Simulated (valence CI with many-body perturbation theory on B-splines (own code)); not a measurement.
# In XVIII: key properties

Computed by configuration interaction combined with many-body perturbation theory (CI+MBPT): four valence electrons over a frozen Dirac-Fock core [Ar] 3d10, radial functions for each j: 11 s, 11 p, 10 d, 8 f, 5 g, 2 h, with the one-electron correlation potential Σ1, the two-electron term Σ2, the three-electron term Σ3, Breit, model QED; selected CI, second order for the rest, scaled by the run's own slope (own B-spline code, finite nucleus).

No measured spectrum was set against this ion. As an estimate, levels hold to about 250 cm⁻¹ or 0.2 % of their energy and the worst to 1 %, as in measured heavy ions of charge 2 to 7; those with d or f electrons hold less well. Among the levels kept, up to 470 cm⁻¹ of a level comes from second order outside the variational space, and about a tenth of that is noise between levels of different J, which matters for small intervals.

Levels are named by their leading jj configuration (3d3/2^4 stands for four electrons in 3d with j = 3/2), which in mixed levels can hold well under half, so a name can repeat and another be missing.

Rates and lifetimes use the calculated energies. Strong lines usually hold to 10 to 20 %, long lifetimes can be off by a factor of two.

Task: What is the ground level?

Result: (4s^2 4p1/2^2) J=0, composition 81 % 4s²4p² ³P + 18 % 4s²4p² ¹S.

Task: Where does the other parity begin?

Result: At (4s 4p1/2^2 4p3/2) J=2, 44.68 eV.

Task: How well does LS coupling describe the low levels?

Result: Among the lowest 20 levels the leading LS term, summed over configurations, holds 72 % on average. For single configurations the figures are 69 % in LS and 82 % in jj coupling. Terms mix most in the J = 2 level at 63.07 eV, where the leading one holds 42 %.

Task: Among levels below 202.17 eV, which E1 lines absorb most strongly from the ground level?

Result: to (4s^2 4p1/2 4d3/2) J=1 at 14.61 nm, f = 1.78; to (4s 4p1/2^2 4p3/2) J=1 at 23.59 nm, f = 0.326; to (4s 4p1/2 4p3/2^2) J=1 at 18.08 nm, f = 0.201.

Task: What is the ionisation energy?

Result: 463.54 eV; NIST lists 462 ± 3 eV (theoretical).

Task: Name the longest-lived excited levels whose lifetime is computed, and their main decay.

Result: (4s^2 4p1/2 4p3/2) J=2 at 9.23 eV lives 24.3 ms, mostly by M1 to (4s^2 4p1/2 4p3/2) J=1; (4s^2 4p1/2 4p3/2) J=1 at 7.28 eV lives 335 μs, mostly by M1 to (4s^2 4p1/2^2) J=0; (4s^2 4p3/2 4d5/2) J=4 at 87.12 eV lives 264 μs, mostly by M1 to (4s^2 4p1/2 4d5/2) J=3.
